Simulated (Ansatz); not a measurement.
# Cost against result

Saddle point of Si$_{2}$H$_{8}$SO, closed shell (Si₂H₆O ([OH][SiH2][SiH3]) + H₂S → SiH₄O ([OH][SiH3]) + SiH₄S ([SiH3][SH]); bonds formed: Si1–H6, Si2–S7; bonds broken: Si1–Si2, H6–S7), PBE0-D4/def2-TZVP structure:

```xyz
12
angstrom
Si -1.1386 -0.3835 -0.7513
Si 0.7765 -0.7613 0.9013
H -0.6859 -1.3090 -1.8112
H -2.1720 -0.9752 0.1284
O -1.5940 1.0528 -1.3893
H 0.1184 0.5019 0.0895
S 1.1810 1.8554 0.7985
H 2.1755 -0.9373 0.4654
H 0.4296 -0.5577 2.3205
H 0.1171 -2.0866 0.5365
H -1.1820 1.8373 -1.0069
H 1.9743 1.7631 -0.2814
```

Barriers are electronic and count from the start structure reached by relaxing down the imaginary mode.

Computed with Ansatz 0.2.0 (basis: as named in each row); correlated methods freeze the cores. B3LYP uses VWN-RPA correlation. Extrapolation: Hartree–Fock as exp(−7.88 √X), correlation as X^−2.97.

Times are rough, for one single point on 4 threads of a shared host (Arm Neoverse V2).

The estimate by CCSD(T) at an estimated basis limit (MP2 extrapolated from triple and quadruple zeta, plus CCSD(T) − MP2 in triple zeta) is 2.100 eV.

```json
{"method": "HF", "basis": "STO-3G", "time (s)": "under 1", "barrier (eV)": "6.049", "method less estimate": "3.949"}
{"method": "PBE-D4", "basis": "STO-3G", "time (s)": "under 1", "barrier (eV)": "3.849", "method less estimate": "1.749"}
{"method": "SPW92", "basis": "def2-SVP", "time (s)": "under 1", "barrier (eV)": "1.608", "method less estimate": "-0.491"}
{"method": "B3LYP-D4", "basis": "6-31G", "time (s)": "under 1", "barrier (eV)": "2.603", "method less estimate": "0.503"}
{"method": "PBE-D4", "basis": "def2-SVP", "time (s)": "under 1", "barrier (eV)": "1.839", "method less estimate": "-0.261"}
{"method": "PBE0-D4", "basis": "def2-SVP", "time (s)": "1", "barrier (eV)": "2.060", "method less estimate": "-0.039"}
{"method": "SPW92", "basis": "def2-TZVPP", "time (s)": "1", "barrier (eV)": "1.476", "method less estimate": "-0.623"}
{"method": "PBE-D4", "basis": "def2-TZVPP", "time (s)": "2", "barrier (eV)": "1.708", "method less estimate": "-0.391"}
{"method": "BLYP-D4", "basis": "def2-TZVPP", "time (s)": "2", "barrier (eV)": "1.890", "method less estimate": "-0.209"}
{"method": "B3LYP-D4", "basis": "def2-TZVPP", "time (s)": "3", "barrier (eV)": "2.048", "method less estimate": "-0.052"}
{"method": "BHLYP-D4", "basis": "def2-TZVPP", "time (s)": "3", "barrier (eV)": "2.279", "method less estimate": "0.179"}
{"method": "PBE0-D4", "basis": "def2-TZVPP", "time (s)": "3", "barrier (eV)": "1.911", "method less estimate": "-0.188"}
{"method": "CAM-B3LYP-D4", "basis": "def2-TZVPP", "time (s)": "3", "barrier (eV)": "2.211", "method less estimate": "0.111"}
{"method": "CCSD(T)", "basis": "def2-SVP", "time (s)": "3", "barrier (eV)": "2.548", "method less estimate": "0.448"}
{"method": "r2SCAN-D4", "basis": "def2-TZVPP", "time (s)": "4", "barrier (eV)": "1.820", "method less estimate": "-0.279"}
{"method": "wB97M-V", "basis": "def2-SVP", "time (s)": "4", "barrier (eV)": "2.244", "method less estimate": "0.144"}
{"method": "r2SCAN0-D4", "basis": "def2-TZVPP", "time (s)": "4", "barrier (eV)": "1.966", "method less estimate": "-0.134"}
{"method": "RPA on PBE", "basis": "def2-TZVPP", "time (s)": "5", "barrier (eV)": "2.210", "method less estimate": "0.111"}
{"method": "B2PLYP", "basis": "def2-TZVPP", "time (s)": "5", "barrier (eV)": "2.132", "method less estimate": "0.032"}
{"method": "PBE-QIDH", "basis": "def2-TZVPP", "time (s)": "6", "barrier (eV)": "2.061", "method less estimate": "-0.038"}
{"method": "B97M-V", "basis": "def2-TZVPP", "time (s)": "8", "barrier (eV)": "2.015", "method less estimate": "-0.085"}
{"method": "wB97X-V", "basis": "def2-TZVPP", "time (s)": "8", "barrier (eV)": "2.222", "method less estimate": "0.122"}
{"method": "wB97M-V", "basis": "def2-TZVPP", "time (s)": "8", "barrier (eV)": "2.091", "method less estimate": "-0.008"}
{"method": "MP2", "basis": "def2-QZVPP", "time (s)": "35", "barrier (eV)": "2.020", "method less estimate": "-0.080"}
{"method": "CCSD(T)", "basis": "def2-TZVPP", "time (s)": "120", "barrier (eV)": "2.194", "method less estimate": "0.094"}
```

All methods are single points on the PBE0-D4 structures.

No T1 diagnostic of these runs exceeds 0.015.

Labels in which every atom is bracketed show which atoms are joined, not bond orders.
